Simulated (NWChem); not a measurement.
All runs are NWChem calculations. System: H4GeSi, charge 0, spin multiplicity 1, at a geometry optimised with PBE/def2-SVP. The structure started from a generated list of species. Level: EOM-CCSD/def2-SVPD, 14 core orbitals frozen.

The NWChem input:

```
start mol
memory heap 100 mb stack 700 mb global 1900 mb
geometry units angstroms nocenter noautoz noautosym
  Ge    -0.025160     0.671730     0.561238
  H     -0.254564     1.571356    -0.760437
  Si     0.069662    -1.282293    -0.949254
  H      0.968035    -1.081252    -2.147075
  H     -1.342049    -1.453151    -1.474575
  H      0.458412    -2.580214    -0.287974
end
basis spherical
  * library def2-svpd
end
scf
  rhf
  nopen 0
  maxiter 100
  thresh 1e-7
  semidirect memsize 60000000 filesize 0
end
tce
  freeze core 14
  ccsd
  nroots 3
  2eorb
  2emet 13
  thresh 1e-5
  maxiter 200
  tilesize 24
end
task tce energy
```

Part of the output:

```
             Northwest Computational Chemistry Package (NWChem) 7.3.0
             --------------------------------------------------------

                                NWChem Input Module
                                -------------------

 Scaling coordinates for geometry "geometry" by  1.889725989
 (inverse scale =  0.529177249)

                             Geometry "geometry" -> ""
                             -------------------------

 Output coordinates in angstroms (scale by  1.889725989 to convert to a.u.)

  No.       Tag          Charge          X              Y              Z
 ---- ---------------- ---------- -------------- -------------- --------------
    1 Ge                  32.0000    -0.02516000     0.67173000     0.56123800
    2 H                    1.0000    -0.25456400     1.57135600    -0.76043700
    3 Si                  14.0000     0.06966200    -1.28229300    -0.94925400
    4 H                    1.0000     0.96803500    -1.08125200    -2.14707500
    5 H                    1.0000    -1.34204900    -1.45315100    -1.47457500
    6 H                    1.0000     0.45841200    -2.58021400    -0.28797400

 Effective nuclear repulsion energy (a.u.)     140.0381732237

            Nuclear Dipole moment (a.u.)
            ----------------------------
        X                 Y               Z
 ---------------- ---------------- ----------------
    -0.0000340151    -0.0000056692    -0.0000018897


 Summary of "ao basis" -> "" (spherical)
 ------------------------------------------------------------------------------
       Tag                 Description            Shells   Functions and Types
 ---------------- ------------------------------  ------  ---------------------
 *                         def2-svpd                  on all atoms

 Summary of "ao basis" -> "ao basis" (spherical)
 ------------------------------------------------------------------------------
       Tag                 Description            Shells   Functions and Types
 ---------------- ------------------------------  ------  ---------------------
 Ge                        def2-svpd                14       38   6s4p4d
 H                         def2-svpd                 4        8   2s2p
 Si                        def2-svpd                10       24   5s3p2d

                                 NWChem SCF Module
                                 -----------------

  ao basis        = "ao basis"
  functions       =    94
  atoms           =     6
  closed shells   =    25
  open shells     =     0
  charge          =   0.00
  wavefunction    = RHF
  use symmetry    = F
  symmetry adapt  = F

 Summary of "ao basis" -> "ao basis" (spherical)
 ------------------------------------------------------------------------------
       Tag                 Description            Shells   Functions and Types
 ---------------- ------------------------------  ------  ---------------------
 Ge                        def2-svpd                14       38   6s4p4d
 H                         def2-svpd                 4        8   2s2p
 Si                        def2-svpd                10       24   5s3p2d

 Forming initial guess at       0.1s

      Superposition of Atomic Density Guess
      -------------------------------------

 Sum of atomic energies:       -2365.77963753

      Non-variational initial energy
      ------------------------------

 Total energy =   -2366.046433
 1-e energy   =   -3576.384190
 2-e energy   =    1070.299583
 HOMO         =      -0.216458
 LUMO         =      -0.092166

 Starting SCF solution at       1.5s

 ----------------------------------------------
         Quadratically convergent ROHF

 Convergence threshold     :          1.000E-07
 Maximum no. of iterations :          100
 Final Fock-matrix accuracy:          1.000E-09
 ----------------------------------------------

              iter       energy          gnorm     gmax       time
             ----- ------------------- --------- --------- --------
                 1    -2366.1976424164  3.93D-01  9.88D-02      1.6
                 2    -2366.2248429546  1.44D-02  4.27D-03      2.1
                 3    -2366.2248802852  7.82D-05  2.64D-05      2.7
                 4    -2366.2248802871  7.04D-09  1.95D-09      3.8

       Final RHF  results
       ------------------

         Total SCF energy =  -2366.224880287111
      One-electron energy =  -3577.383611515626
      Two-electron energy =   1071.120558004831
 Nuclear repulsion energy =    140.038173223685

        Time for solution =      2.3s

             Final eigenvalues
             -----------------

              1
    1 -405.2111
    2  -68.7571
    3  -52.1383
    4  -46.2396
    5  -46.2376
    6  -46.2372
    7   -7.1929
    8   -6.1251
    9   -5.1733
   10   -5.1654
   11   -5.1634
   12   -4.2353
   13   -4.2351
   14   -4.2350
   15   -1.6465
   16   -1.6433
   17   -1.6409
   18   -1.6341
   19   -1.6313
   20   -0.7299
   21   -0.6263
   22   -0.4779
   23   -0.4753
   24   -0.3975
   25   -0.3217
   26   -0.0042
   27    0.0804
   28    0.0876
   29    0.1267
   30    0.1403
   31    0.1523
   32    0.1668
   33    0.1743
   34    0.1836
   35    0.2085

                       ROHF Final Molecular Orbital Analysis
                       -------------------------------------

 Vector   23  Occ=2.000000D+00  E=-4.753197D-01
              MO Center= -4.7D-01, -1.5D+00, -1.2D+00, r^2= 2.2D+00
   Bfn.  Coefficient  Atom+Function         Bfn.  Coefficient  Atom+Function
  ----- ------------  ---------------      ----- ------------  ---------------
    79      0.366891  5 H  s                 58     -0.278683  3 Si px
[...]
 Global array virtual files algorithm will be used

 Parallel file system coherency ......... OK

 4-electron integrals stored in orbital form

 v2    file size   =          9160315
 4-index algorithm nr.  13 is used
 imaxsize =       30
 imaxsize ichop =        0


CCSD iterations
 ---------------------------------------------------------
 Iter          Residuum       Correlation     Cpu    Wall
 ---------------------------------------------------------
    1   0.1666081701016  -0.3239446429935     1.5     1.5
    2   0.0439748127230  -0.3454769604155     1.5     1.5
    3   0.0169399801324  -0.3553855887985     1.5     1.5
    4   0.0077737696012  -0.3576078090671     1.5     1.5
    5   0.0040043311128  -0.3587315793318     1.6     1.6
    6   0.0012642436129  -0.3594283961047     1.5     1.5
    7   0.0006718140640  -0.3595208807005     1.6     1.6
    8   0.0004168776630  -0.3595384133505     1.6     1.6
    9   0.0002707375735  -0.3595447210923     1.5     1.5
   10   0.0001773170007  -0.3595511376263     1.5     1.5
   11   0.0000264447622  -0.3595607883346     1.5     1.5
   12   0.0000130216840  -0.3595632790425     1.6     1.6
   13   0.0000077555624  -0.3595637526590     1.6     1.6
 -----------------------------------------------------------------
 Iterations converged
 CCSD correlation energy / hartree =        -0.359563752658990
 CCSD total energy / hartree       =     -2366.584444039770005

 Singles contributions

 Doubles contributions

 Ground-state symmetry is a

 =========================================
 Excited-state calculation ( a   symmetry)
 =========================================
 Dim. of EOMCC iter. space      500

 EOMCCSD SOLVER TYPE  1
  maxdiff =   0.40303718595430671

 No. of initial right vectors    3

 EOM-CCSD right-hand side iterations
 --------------------------------------------------------------
      Residuum       Omega / hartree  Omega / eV    Cpu    Wall
 --------------------------------------------------------------

 Iteration   1 using    3 trial vectors
   0.3997221134789   0.1462366370403    3.97930
   0.4305589134663   0.2182539892007    5.93900
   0.3471241557011   0.2882811702469    7.84453     7.1     7.1

 Iteration   2 using    6 trial vectors
   0.0951784422207   0.0810191561924    2.20464
   0.1183931901219   0.1390785265039    3.78452
   0.0941306755551   0.2291694695336    6.23602     6.5     6.5

 Iteration   3 using    9 trial vectors
   0.0323106366218   0.0770933000797    2.09782
   0.0468404268183   0.1325660033482    3.60731
   0.0515082536784   0.2241593120729    6.09969     6.5     6.5

 Iteration   4 using   12 trial vectors
   0.0115256012715   0.0762795980535    2.07567
   0.0188084913782   0.1312020861822    3.57019
   0.0389858291800   0.2212422337047    6.02031     7.0     7.0

 Iteration   5 using   15 trial vectors
   0.0040630077578   0.0761589842535    2.07239
   0.0081386756141   0.1309487395556    3.56330
   0.0291661115512   0.2197778968179    5.98046     6.9     6.9

 Iteration   6 using   18 trial vectors
   0.0015112925029   0.0761559181736    2.07231
   0.0034930574493   0.1309004913104    3.56199
   0.0208302337926   0.2190384644595    5.96034     6.9     6.9

 Iteration   7 using   21 trial vectors
   0.0006642802686   0.0761501793258    2.07215
   0.0018683200242   0.1308687905297    3.56112
   0.0141077114048   0.2187066346623    5.95131     7.1     7.1

 Iteration   8 using   24 trial vectors
   0.0002658551962   0.0761507417596    2.07217
   0.0009393269765   0.1308682700743    3.56111
   0.0113279056723   0.2185813918944    5.94790     7.5     7.5

 Iteration   9 using   27 trial vectors
   0.0001017150104   0.0761523413604    2.07221
   0.0005132142549   0.1308702122976    3.56116
   0.0090640044687   0.2184385855659    5.94402     7.8     7.8

 Iteration  10 using   30 trial vectors
   0.0000402703434   0.0761523269469    2.07221
   0.0002700791948   0.1308676282979    3.56109
   0.0071957087266   0.2182929643036    5.94006     7.7     7.7

 Iteration  11 using   33 trial vectors
   0.0000153913327   0.0761521701848    2.07221
   0.0001082009364   0.1308670994979    3.56108
   0.0067503135369   0.2182498365177    5.93888     7.8     7.8

 Iteration  12 using   36 trial vectors
   0.0000058540021   0.0761521497327    2.07221
   0.0000456656141   0.1308669396735    3.56107
   0.0066027570379   0.2182323154318    5.93841     7.9     7.9

 Iteration  13 using   38 trial vectors
   0.0000055545207   0.0761521484159    2.07221
   0.0000204786127   0.1308669152605    3.56107
   0.0057648866327   0.2182176003880    5.93801     6.3     6.3

 Iteration  14 using   40 trial vectors
   0.0000054022311   0.0761521485525    2.07221
   0.0000091510880   0.1308669291282    3.56107
   0.0046049898129   0.2182367428808    5.93853     6.1     6.1

 Iteration  15 using   41 trial vectors
   0.0000053500397   0.0761521488738    2.07221
   0.0000091242253   0.1308669287849    3.56107
   0.0030806585149   0.2182280876567    5.93829     3.9     3.9

 Iteration  16 using   42 trial vectors
   0.0000053317800   0.0761521488177    2.07221
   0.0000090854126   0.1308669285072    3.56107
   0.0019337458460   0.2182116495625    5.93784     4.0     4.0

 Iteration  17 using   43 trial vectors
   0.0000053113220   0.0761521486894    2.07221
   0.0000090700118   0.1308669283815    3.56107
   0.0013624942839   0.2182194149113    5.93805     3.8     3.8

 Iteration  18 using   44 trial vectors
   0.0000053111621   0.0761521486871    2.07221
   0.0000090668802   0.1308669284043    3.56107
   0.0011304607387   0.2182253872176    5.93822     4.0     4.0

 Iteration  19 using   45 trial vectors
   0.0000053247435   0.0761521487994    2.07221
   0.0000090797491   0.1308669283813    3.56107
   0.0010358615329   0.2182247591449    5.93820     4.2     4.2

 Iteration  20 using   46 trial vectors
   0.0000053252522   0.0761521487711    2.07221
   0.0000091069421   0.1308669284523    3.56107
   0.0009817947298   0.2182296269757    5.93833     4.2     4.2

 Iteration  21 using   47 trial vectors
   0.0000052986672   0.0761521475015    2.07221
   0.0000090927263   0.1308669277116    3.56107
   0.0008925696045   0.2182295586660    5.93833     4.2     4.2

 Iteration  22 using   48 trial vectors
   0.0000052347327   0.0761521454723    2.07221
   0.0000090242281   0.1308669263186    3.56107
   0.0008321789762   0.2182228632070    5.93815     4.2     4.2

 Iteration  23 using   49 trial vectors
   0.0000051328532   0.0761521438807    2.07221
   0.0000089255538   0.1308669250597    3.56107
   0.0006336817313   0.2182245265144    5.93819     4.4     4.4

 Iteration  24 using   50 trial vectors
   0.0000050848147   0.0761521425825    2.07221
   0.0000088031758   0.1308669238595    3.56107
   0.0003743927746   0.2182256567188    5.93822     4.4     4.4

 Iteration  25 using   51 trial vectors
   0.0000050333603   0.0761521420066    2.07221
   0.0000087803103   0.1308669231198    3.56107
   0.0002148754921   0.2182251301260    5.93821     4.4     4.4

 Iteration  26 using   52 trial vectors
   0.0000050154243   0.0761521419294    2.07221
   0.0000087216103   0.1308669221461    3.56107
   0.0001385360626   0.2182255260612    5.93822     4.5     4.5

 Iteration  27 using   53 trial vectors
   0.0000049798765   0.0761521416220    2.07221
   0.0000086918834   0.1308669209227    3.56107
   0.0000930488664   0.2182256211733    5.93822     4.5     4.5

 Iteration  28 using   54 trial vectors
   0.0000049740836   0.0761521414686    2.07221
   0.0000086754739   0.1308669204077    3.56107
   0.0000650068014   0.2182254477003    5.93822     4.5     4.5

 Iteration  29 using   55 trial vectors
   0.0000049598893   0.0761521414577    2.07221
   0.0000086715941   0.1308669203913    3.56107
   0.0000445403367   0.2182256516710    5.93822     4.6     4.6

 Iteration  30 using   56 trial vectors
   0.0000049593334   0.0761521415439    2.07221
   0.0000086736410   0.1308669203287    3.56107
   0.0000352650162   0.2182257543701    5.93823     4.6     4.6

 Iteration  31 using   57 trial vectors
   0.0000049666777   0.0761521415009    2.07221
   0.0000086857774   0.1308669197731    3.56107
   0.0000340986784   0.2182255783718    5.93822     4.4     4.4

 Iteration  32 using   58 trial vectors
   0.0000049513077   0.0761521412330    2.07221
   0.0000086673690   0.1308669186250    3.56107
   0.0000307780224   0.2182256190142    5.93822     5.0     5.0

 Iteration  33 using   59 trial vectors
   0.0000049518185   0.0761521411858    2.07221
   0.0000086598715   0.1308669182700    3.56107
   0.0000206629945   0.2182256164306    5.93822     4.7     4.7

 Iteration  34 using   60 trial vectors
   0.0000049496594   0.0761521411757    2.07221
   0.0000086508003   0.1308669184525    3.56107
   0.0000122568770   0.2182255743449    5.93822     4.6     4.6

 Iteration  35 using   61 trial vectors
   0.0000049498696   0.0761521411712    2.07221
   0.0000086384040   0.1308669186628    3.56107
   0.0000084258980   0.2182256188608    5.93822     4.2     4.2
 --------------------------------------------------------------
 Iterations converged
 ------------------

 Excited state root  1
 Excitation energy / hartree =        0.076152141171193
                   / eV      =        2.072206077272456
 largest EOMCCSD amplitudes: R1 and R2

 Singles contributions
    26a   (alpha) ---    25a   (alpha)       -0.9272487541

 Doubles contributions
 ------------------

 Excited state root  2
 Excitation energy / hartree =        0.130866918662800
                   / eV      =        3.561071560119930
 largest EOMCCSD amplitudes: R1 and R2

 Singles contributions
    26a   (alpha) ---    24a   (alpha)        0.9023627330

 Doubles contributions
 ------------------

 Excited state root  3
 Excitation energy / hartree =        0.218225618860801
                   / eV      =        5.938223753988887
 largest EOMCCSD amplitudes: R1 and R2

 Singles contributions
    27a   (alpha) ---    25a   (alpha)       -0.8333203322
    29a   (alpha) ---    25a   (alpha)        0.2374196776
    31a   (alpha) ---    25a   (alpha)        0.1801068574
    32a   (alpha) ---    25a   (alpha)        0.1057571919

 Doubles contributions
    26a   (alpha)    26a   (beta ) ---    25a   (alpha)    25a   (beta )        0.1461486793

 Task  times  cpu:      230.6s     wall:      230.6s

 Total times  cpu:      230.6s     wall:      230.6s
```
